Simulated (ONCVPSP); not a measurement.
**Pm (Z = 61), ONCV: configuration errors across variants**

ONCVPSP 4.0.1 input, shortened (lines: element, Z, core and valence counts, functional; n l f; lmax; l rc ep ncon nbas qcut; lloc lpopt rc5 dvloc0; l nproj debl; icmod fcfact rcfact), LDA (Perdew-Wang 92), scalar-relativistic:

```
  Pm 61.00   10    4  -001012      upf
    1    0    2.00
    2    0    2.00
    2    1    6.00
    3    0    2.00
    3    1    6.00
    3    2   10.00
    4    0    2.00
    4    1    6.00
    4    2   10.00
    4    3    4.00
    5    0    2.00
    5    1    6.00
    5    2    1.00
    6    0    1.50
    2
    0    2.35    0.00    4    9    4.70
    1    2.15    0.00    3    6    6.30
    2    3.80    0.00    4    9    3.40
    4    5    2.10    2.00
    0    3    3.30
    1    1    2.00
    2    1    0.80
    1    0.50    0.00
```

All-electron excitation energies from the reference (eV): (1) 5s2 5p6 5d1 6s2 -2.644; (2) 5s2 5p6 5d1 6s1 3.916; (3) 5s2 5p6 5d1 6s0 15.785; (4) 5s2 5p6 5d1 6s0 6p1 7.334.

1 further variants failed, have other tests or too few solved ones, and are left out.

Errors AE − PS in meV (a dash: test not solved or not reliable):

| change | (1) | (2) | (3) | (4) | bound ghosts | GHOST(+) flags above zero |
| --- | --- | --- | --- | --- | --- | --- |
| base | -0.2 | -2.4 | -28 | +30 | none | none |
| s: debl 1.25 | -0.2 | -2.4 | -28 | +30 | none | none |
| p: nproj 3 | -0.2 | -2.5 | -28 | -10 | none | none |
| core correction Teter function, fcfact 1.5, rcfact 1.5 | +0.3 | -1.5 | -11 | +35 | none | none |
| local potential polynomial inside 2.10 bohr (lpopt 5, dvloc0 1.5 Ha) | -0.2 | -2.4 | -28 | +74 | none | s |
| core correction polynomial model core, fcfact 0.16 | -0.2 | -2.4 | -27 | +31 | none | none |
| d: qcut 2.5 | -0.8 | -3.5 | -45 | +25 | none | none |

(1) Give the same row for: s: nbas 7.

## Answers

(1) -0.2, -2.4, -28, +31; bound ghosts: none; GHOST(+) flags above zero: none.
